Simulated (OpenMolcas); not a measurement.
## Multiplet structure of Ni3+

```yaml
Program: OpenMolcas
Method: "MS-CASPT2, IPEA 0.25 Eh, imaginary shift 0.1 Eh (closed shells correlated: 3s 3p)"
Basis: ANO-RCC-VQZP [7s6p4d3f2g1h]
Scalar_Hamiltonian: DKH2, point nucleus
Active_space: 7 electrons in 5 orbitals (3d)
State_averaging: 2S+1 = 4 even, 10 roots; 2S+1 = 2 even, 40 roots
Spin-orbit_coupling: RASSI with atomic mean-field integrals over the reference wave functions, term energies averaged over their components
```

With spin-orbit coupling, above the lowest level:

```json
{"Configuration": "3d⁷", "Term": "⁴F", "J": "9/2", "E (cm⁻¹)": "0.0", "Measured (cm⁻¹)": "0.0", "g": "1.333", "Term weight %": "100", "Second": ""}
{"Configuration": "3d⁷", "Term": "⁴F", "J": "7/2", "E (cm⁻¹)": "1160", "Measured (cm⁻¹)": "1190", "g": "1.238", "Term weight %": "100", "Second": ""}
{"Configuration": "3d⁷", "Term": "⁴F", "J": "5/2", "E (cm⁻¹)": "1999", "Measured (cm⁻¹)": "2042", "g": "1.029", "Term weight %": "100", "Second": ""}
{"Configuration": "3d⁷", "Term": "⁴F", "J": "3/2", "E (cm⁻¹)": "2570", "Measured (cm⁻¹)": "2621", "g": "0.400", "Term weight %": "100", "Second": ""}
{"Configuration": "3d⁷", "Term": "⁴P", "J": "5/2", "E (cm⁻¹)": "18370", "Measured (cm⁻¹)": "18119", "g": "1.599", "Term weight %": "100", "Second": ""}
{"Configuration": "3d⁷", "Term": "⁴P", "J": "3/2", "E (cm⁻¹)": "18570", "Measured (cm⁻¹)": "18367", "g": "1.697", "Term weight %": "91", "Second": "9 ²P"}
{"Configuration": "3d⁷", "Term": "⁴P", "J": "1/2", "E (cm⁻¹)": "19230", "Measured (cm⁻¹)": "18958", "g": "2.598", "Term weight %": "96", "Second": "4 ²P"}
{"Configuration": "3d⁷", "Term": "²G", "J": "9/2", "E (cm⁻¹)": "19360", "Measured (cm⁻¹)": "19830", "g": "1.108", "Term weight %": "98", "Second": "2 ²H"}
{"Configuration": "3d⁷", "Term": "²G", "J": "7/2", "E (cm⁻¹)": "20460", "Measured (cm⁻¹)": "20948", "g": "0.889", "Term weight %": "100", "Second": ""}
{"Configuration": "3d⁷", "Term": "²P", "J": "3/2", "E (cm⁻¹)": "23230", "Measured (cm⁻¹)": "23649", "g": "1.322", "Term weight %": "82", "Second": "9 ²D(1)"}
{"Configuration": "3d⁷", "Term": "²P", "J": "1/2", "E (cm⁻¹)": "24170", "Measured (cm⁻¹)": "24651", "g": "0.738", "Term weight %": "96", "Second": "4 ⁴P"}
{"Configuration": "3d⁷", "Term": "²H", "J": "11/2", "E (cm⁻¹)": "26650", "Measured (cm⁻¹)": "26649", "g": "1.091", "Term weight %": "100", "Second": ""}
{"Configuration": "3d⁷", "Term": "²D(1)", "J": "5/2", "E (cm⁻¹)": "26860", "Measured (cm⁻¹)": "27096", "g": "1.202", "Term weight %": "99", "Second": ""}
{"Configuration": "3d⁷", "Term": "²H", "J": "9/2", "E (cm⁻¹)": "27640", "Measured (cm⁻¹)": "27678", "g": "0.913", "Term weight %": "98", "Second": "2 ²G"}
{"Configuration": "3d⁷", "Term": "²D(1)", "J": "3/2", "E (cm⁻¹)": "28510", "Measured (cm⁻¹)": "28778", "g": "0.849", "Term weight %": "91", "Second": "9 ²P"}
{"Configuration": "3d⁷", "Term": "²F", "J": "5/2", "E (cm⁻¹)": "43260", "Measured (cm⁻¹)": "43438", "g": "0.858", "Term weight %": "100", "Second": ""}
{"Configuration": "3d⁷", "Term": "²F", "J": "7/2", "E (cm⁻¹)": "43760", "Measured (cm⁻¹)": "43859", "g": "1.143", "Term weight %": "100", "Second": ""}
{"Configuration": "3d⁷", "Term": "²D(2)", "J": "3/2", "E (cm⁻¹)": "68160", "Measured (cm⁻¹)": "67360", "g": "0.800", "Term weight %": "100", "Second": ""}
{"Configuration": "3d⁷", "Term": "²D(2)", "J": "5/2", "E (cm⁻¹)": "68750", "Measured (cm⁻¹)": "67990", "g": "1.200", "Term weight %": "100", "Second": ""}
```

Against the 18 measured excited levels shown (Corliss and Sugar, J. Phys. Chem. Ref. Data 10, 197 (1981)) the mean absolute deviation is 280 cm-1; the largest miss in energy is 3d⁷ ²D_3/2(2): computed 68160, measured 67360 cm⁻¹ (+1.2 %), and the largest in proportion 3d⁷ ⁴F_7/2 (-2.5 %).

Spin-orbit coupling puts the lowest level 1182 cm⁻¹ below the lowest spin-free term.

A least-squares Racah fit to the terms below 60000 cm-1, each weighted by 2L + 1 and with a free common offset, gives B = 1185 cm-1 and C = 4640 cm-1 (C/B = 3.92), with an rms deviation of 891 cm-1.

For ⁴F the intervals divided by the larger J are -228.0, -239.8, -257.8 cm-1. Landé's interval rule makes them equal in pure LS coupling; they differ by 12 % of their mean. The multiplet is inverted.

CASPT2 breaks the degeneracy within a term, and the mean is taken; among the terms shown or strongly mixed into the levels shown the widest spread is 1200 cm-1 (3d⁷ ⁴F). The CASPT2 spread within a term exceeds the gap to the next term for 3d⁷ ²H and 3d⁷ ²D(1), so the order of their levels is uncertain. Computed and measured levels are paired by configuration, term and J; levels that our copy of the source lacks, or whose pairing is in doubt (as where it misses far off the trend of its configuration), stay unpaired and out of the deviations. Levels of configurations outside the active space are missing.

The term weight is that of the spin-free term in the level, not the purity of its configuration. A number in round brackets counts repeated terms of one configuration in the order of the reference energies.
